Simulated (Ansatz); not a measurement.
Reaction (ligand exchange at the Si–O bond): `O[SiH2]O[SiH2]F` + H–F → `F[SiH2]O[SiH2]F` + H₂O

Isolated molecules relaxed with PBE0-D4/def2-TZVP in Ansatz; ΔE leaves out vibrations. CBS: MP2 limit from def2 TZ/QZ plus the TZ coupled-cluster correction, frozen cores. This one scheme is used for every species. Functionals use def2-TZVPP. Each species was taken in one conformer, which may not be the lowest.

```
        level  ΔE (kcal/mol)
    revPBE-D4           -9.4
      BLYP-D4          -10.6
    CAM-B3LYP          -11.1
HF/def2-QZVPP          -12.3
```

(1) What does CCSD(T)/CBS give? (Estimate.)

Largest T1 diagnostic among the species: 0.012.

Results:

(1) Computed: -10.3 kcal/mol. The listed levels differ from it by 0.9, -0.3, -0.8, -2.0 kcal/mol.

In def2-TZVPP, CCSD(T) changes the Hartree–Fock value by +2.0 kcal/mol (the triples alone add +0.3 kcal/mol) and MP2 by +2.3 kcal/mol. Leaving LDA and LC-ωPBE aside and taking each functional with its dispersion term where it has one, the values, not all of them listed here, spread over 1.5 kcal/mol, from B97M-V to revPBE-D4. LDA lies +1.2 kcal/mol from PBE without D4.
